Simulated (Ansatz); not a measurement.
F6Ru, triplet, at a GFN2-xTB geometry (such geometries of metal compounds can be far from the true shape) (core potentials on Ru); BLYP/def2-SVP run with Ansatz (a first-principles code).

Input for Ansatz:
Ansatz 0.2 input:
```yaml
crystal:
  periodic: [false, false, false]
  atoms:
    - {symbol: Ru, position_ang: [0.00000000, -0.00000000, 0.00000000]}
    - {symbol: F, position_ang: [1.11244871, -0.44890361, -1.39875666]}
    - {symbol: F, position_ang: [-1.11244871, 0.44890361, 1.39875666]}
    - {symbol: F, position_ang: [-1.15977093, 0.80852538, -1.18186077]}
    - {symbol: F, position_ang: [-0.90164630, -1.59384724, -0.20557649]}
    - {symbol: F, position_ang: [0.90164630, 1.59384724, 0.20557649]}
    - {symbol: F, position_ang: [1.15977093, -0.80852538, 1.18186077]}
basis:
  gaussian:
    orbitals: def2-SVP
hamiltonian:
  xc: blyp
magnetization: {spin_polarized: true, initial_magnetization: 2}
accuracy: high
```

Output, abridged:

```
Functional definition: BLYP
2518 factors; integrals over basis functions are off by at most 3.2e-9 eV
mean field evaluation 1: about -18849.5927 eV, gradient 7.4e1 eV
mean field evaluation 2: about -18618.6249 eV, gradient 2.2e2 eV
mean field evaluation 4: about -18859.1408 eV, gradient 5.1e1 eV
mean field evaluation 8: about -18868.9622 eV, gradient 8.1e0 eV
mean field evaluation 16: about -18869.2147 eV, gradient 3.9e0 eV
mean field evaluation 32: about -18869.3008 eV, gradient 2.1e-8 eV
mean field evaluation 64: about -18867.3946 eV, gradient 4.3e0 eV
mean field evaluation 96: about -18869.2997 eV, gradient 1.1e-1 eV
mean field evaluation 128: about -18865.5532 eV, gradient 2.7e0 eV
mean field evaluation 160: about -18864.6202 eV, gradient 2.1e1 eV
mean field evaluation 192: about -18866.2728 eV, gradient 1.5e0 eV
mean field -18869.30077307 eV, -693.4340133390 hartree, gradient 3.4e-8 eV, S^2 2.004828; 13 other end points of the search recorded, 0 dependent functions left out
reference -18869.30082963 eV, -693.4340154176 hartree; 36, 34 occupied and 79, 81 virtual orbitals, 2518 factors
Total energy: -18869.30082963 eV, -693.4340154176 hartree
```
